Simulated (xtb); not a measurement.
O$_{2}$Se, triplet, at a GFN2-xTB geometry (a higher spin typed on purpose: for a closed-shell molecule this is an excited state); GFN2-xTB in xtb.

Here is a job for xtb.
```
$ xtb mol.xyz --gfn 2 --uhf 2 --acc 0.0001 --json

# file mol.xyz
3

O     -1.39321454     0.52551246     0.02865993
Se     0.01391937    -0.27854277    -0.02333375
O      1.33405721     0.65829433     0.07050850
```

What does xtb print? Leave out banner, timings and long lists.


```
   ID    Z sym.   atoms
    1    8 O      1, 3
    2   34 Se     2

           -------------------------------------------------
          |                Calculation Setup                |
           -------------------------------------------------

           -------------------------------------------------
          |                 G F N 2 - x T B                 |
           -------------------------------------------------

          ...................................................
          :                      SETUP                      :
          :.................................................:
          :  # basis functions                  18          :
          :  # atomic orbitals                  17          :
          :  # shells                            7          :
          :  # electrons                        18          :
          :  max. iterations                   250          :
          :  Hamiltonian                  GFN2-xTB          :
          :  restarted?                      false          :
          :  GBSA solvation                  false          :
          :  PC potential                    false          :
          :  electronic temp.          300.0000000     K    :
          :  accuracy                    0.0001000          :
          :  -> integral cutoff          0.6500000E+02      :
          :  -> integral neglect         0.1000000E-11      :
          :  -> SCF convergence          0.1000000E-09 Eh   :
          :  -> wf. convergence          0.1000000E-07 e    :
          :  Broyden damping             0.4000000          :
          :  net charge                          0          :
          :  unpaired electrons                  2          :
          ...................................................

 iter      E             dE          RMSdq      gap      omega  full diag
   1    -11.1250880 -0.111251E+02  0.967E+00    5.23       0.0  T
   2    -11.1673148 -0.422268E-01  0.447E+00    5.46       1.0  T
   3    -11.1675631 -0.248240E-03  0.225E+00    5.46       1.0  T
   4    -11.1676964 -0.133389E-03  0.446E-01    5.44       1.0  T
   5    -11.1677034 -0.691639E-05  0.239E-01    5.43       1.0  T
   6    -11.1677054 -0.206507E-05  0.341E-02    5.43       1.7  T
   7    -11.1677052  0.226018E-06  0.185E-02    5.43       3.1  T
   8    -11.1677054 -0.245888E-06  0.147E-03    5.43      39.3  T
   9    -11.1677054 -0.229092E-08  0.930E-04    5.43      62.1  T
[...]
         :: total energy             -11.151384226984 Eh    ::
[...]
        12                         -0.1376356              -3.7453
        13                          0.0128924               0.3508
        14                          0.0910201               2.4768
        15                          0.1182929               3.2189
        16                          0.4198697              11.4252
        17                          0.7549180              20.5424
      -------------------------------------------------------------
                  HL-Gap            0.1996295 Eh            5.4322 eV
             Fermi-level           -0.3886389 Eh          -10.5754 eV

     #   Z          covCN         q      C6AA      α(0)
     1   8 O        0.855    -0.278    19.390     5.904
     2  34 Se       1.710     0.556   217.799    25.719
     3   8 O        0.855    -0.278    19.390     5.904

 Mol. C6AA /au·bohr⁶  :        546.290291
 Mol. C8AA /au·bohr⁸  :      26570.674649
 Mol. α(0) /au        :         37.526584

Wiberg/Mayer (AO) data.
largest (>0.10) Wiberg bond orders for each atom

 ---------------------------------------------------------------------------
     #   Z sym  total        # sym  WBO       # sym  WBO       # sym  WBO
 ---------------------------------------------------------------------------
     1   8 O    2.079 --     2 Se   1.732     3 O    0.347
     2  34 Se   3.463 --     1 O    1.732     3 O    1.732
     3   8 O    2.079 --     2 Se   1.732     1 O    0.347
 ---------------------------------------------------------------------------

Topologies differ in total number of bonds
Writing topology from bond orders to xtbtopo.mol

molecular dipole:
                 x           y           z       tot (Debye)
 q only:        0.046      -0.914      -0.077
   full:        0.051      -1.011      -0.085       2.582
molecular quadrupole (traceless):
                xx          xy          yy          xz          yz          zz
 q only:       -3.415      -0.229       1.299      -0.082      -0.072       2.117
  q+dip:       -4.770      -0.318       1.780      -0.114      -0.106       2.990
   full:       -5.505      -0.382       2.334      -0.130      -0.075       3.171

           -------------------------------------------------
          | TOTAL ENERGY              -11.151384226984 Eh   |
          | GRADIENT NORM               0.000026085580 Eh/α |
          | HOMO-LUMO GAP               5.432195797459 eV   |
           -------------------------------------------------

normal termination of xtb
```
